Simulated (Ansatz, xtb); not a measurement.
Relative energy of two isomers of C6H9BSi

Structure a: `BC1=C[SiH2]C(C=C)=C1`, a singlet. Structure b: `[SiH3]B1C=CC=CC=C1`, a singlet. Both are isolated molecules in the gas phase, relaxed with B3LYP-D3(BJ)/def2-SVP; the shapes shown needn't be the lowest conformers.

a (Å):

```yaml
atoms:
  - { symbol: C, position_ang: [0.9231, 1.3956, -0.5198] }
  - { symbol: C, position_ang: [1.7733, 1.6276, 0.5310] }
  - { symbol: C, position_ang: [0.3031, -0.6498, 0.6865] }
  - { symbol: C, position_ang: [-0.4075, -1.8960, 0.9143] }
  - { symbol: C, position_ang: [-0.2526, -2.6921, 1.9868] }
  - { symbol: C, position_ang: [0.1299, 0.1411, -0.4087] }
  - { symbol: B, position_ang: [0.8182, 2.3790, -1.7096] }
  - { symbol: Si, position_ang: [1.5997, 0.2080, 1.7610] }
  - { symbol: H, position_ang: [0.0621, 2.1697, -2.6282] }
  - { symbol: H, position_ang: [1.5032, 3.3723, -1.7197] }
  - { symbol: H, position_ang: [2.4066, 2.5175, 0.5593] }
  - { symbol: H, position_ang: [2.8590, -0.5687, 1.9494] }
  - { symbol: H, position_ang: [1.1039, 0.6425, 3.0989] }
  - { symbol: H, position_ang: [-1.1232, -2.1930, 0.1363] }
  - { symbol: H, position_ang: [-0.8193, -3.6193, 2.0985] }
  - { symbol: H, position_ang: [0.4477, -2.4414, 2.7904] }
  - { symbol: H, position_ang: [-0.5738, -0.1174, -1.2088] }
```

b (Å):

```tsv
atom	x (Å)	y (Å)	z (Å)
C	0.7772	1.1174	1.2816
C	0.8722	0.3735	2.4402
C	0.8303	-1.0374	2.6098
C	0.6896	-2.0384	1.6717
C	0.5456	-1.9533	0.2599
C	0.5034	-0.8352	-0.5479
B	0.5964	0.6417	-0.1606
Si	0.4485	2.0345	-1.6322
H	-0.9868	2.3675	-1.9233
H	1.0363	1.5690	-2.9311
H	1.1145	3.3305	-1.2786
H	0.8463	2.1993	1.4566
H	0.9990	0.9263	3.3798
H	0.9264	-1.3782	3.6459
H	0.6904	-3.0575	2.0723
H	0.4576	-2.9297	-0.2333
H	0.3875	-1.0771	-1.6129
```

Quicker runs give these differences E(b) − E(a): GFN2-xTB −9.2 kcal/mol; HF/STO-3G −15.6 kcal/mol (at GFN2-xTB geometries); r2SCAN-D4/def2-SVP −26.2 kcal/mol (at GFN2-xTB geometries).

Problem. Estimate E(b) − E(a) at the level CCSD(T)/def2-SVP + ΔMP2/def2-TZVPP.

Solution. Calculated at CCSD(T)/def2-SVP + ΔMP2/def2-TZVPP: E(b) − E(a) = −16.3 kcal/mol, so structure b lies lower.

How the difference moves with the method:

| level | geometry | E(b) − E(a) (kcal/mol) | departure from the last row (kcal/mol) | job, with rough time for the two |
| --- | --- | --- | --- | --- |
| GFN2-xTB | GFN2-xTB | −9.2 | +7.1 | optimisation, 0.25 s |
| HF/STO-3G | GFN2-xTB | −15.6 | +0.7 | single point, 0.5 s |
| r2SCAN-D4/def2-SVP | GFN2-xTB | −26.2 | −9.8 | single point, 4.9 s |
| B3LYP-D3(BJ)/def2-SVP | B3LYP-D3(BJ)/def2-SVP | −24.7 | −8.4 | optimisation, 45 s |
| HF/def2-SVP | B3LYP-D3(BJ)/def2-SVP | −16.7 | −0.3 | part of the CCSD(T) run |
| MP2/def2-SVP | B3LYP-D3(BJ)/def2-SVP | −22.6 | −6.3 | part of the CCSD(T) run |
| CCSD(T)/def2-SVP | B3LYP-D3(BJ)/def2-SVP | −20.1 | −3.7 | single point |
| CCSD(T)/def2-SVP + ΔMP2/def2-TZVPP | B3LYP-D3(BJ)/def2-SVP | −16.3 |  | single point, 2.3 min |

As drawn, b has 1 B–Si, 1 C–B, 1 Si–H, 1 C–H in place of 2 C–Si, 2 B–H. Structure a has a 5-membered ring, b a 7-membered ring.

None of the levels shown reverses the order. The largest departure from CCSD(T)/def2-SVP + ΔMP2/def2-TZVPP is that of r2SCAN-D4/def2-SVP, 9.8 kcal/mol. The last row adds to CCSD(T) the change of the MP2 difference between the two basis sets, here +3.7 kcal/mol, a large step that makes the value less sure.

With thermal terms from frequencies at re-optimised GFN2-xTB minima (ideal gas, soft modes damped towards free rotors, one conformer each, 298.15 K, 1 atm): on the last row, ΔE + ΔZPE = −14.5, ΔH = −14.8, ΔG = −14.7 kcal/mol.

The correlated steps freeze 12 core orbitals. Run with Ansatz 0.2.0, xtb 6.7.1; the last row on 4 threads of Arm Neoverse V1 on a shared host.
